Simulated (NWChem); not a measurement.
System: CaHSCl; SMILES [SH][Ca][Cl]

NWChem input:

```
start job
memory heap 200 mb stack 900 mb global 1100 mb
geometry units angstroms noautoz
  Ca     0.504014     0.016695     0.024327
  Cl    -0.304943    -2.293880    -0.008378
  S      0.403977     2.592074    -0.033817
  H     -0.945732     2.677575    -0.013602
end
basis spherical
  Ca library 6-31+g*
  Cl library 6-31+g*
  S library 6-31+g*
  H library 6-31+g*
end
dft
  xc xpbe96 cpbe96
  iterations 150
end
tddft
  nroots 6
  notriplet
end
task tddft energy
```

Geometry: optimised at PBE0/def2-SVP.

Vertical excitations in the gas phase.

Question: Predict the main results of this run. (PBE/6-31+G* (spherical d), full TDDFT.) Quantities: lowest excitation, singlet (eV); oscillator strength of that lowest state; lowest state with f > 0.02, singlet (eV); oscillator strength of that bright state; orbital gap (eV).

Answer: 
```json
{
  "lowest excitation, singlet (eV)": "2.87",
  "oscillator_strength_of_that_lowest_state": "0.027",
  "lowest state with f > 0.02, singlet (eV)": "2.87",
  "oscillator_strength_of_that_bright_state": "0.027",
  "orbital gap (eV)": "2.83"
}
```
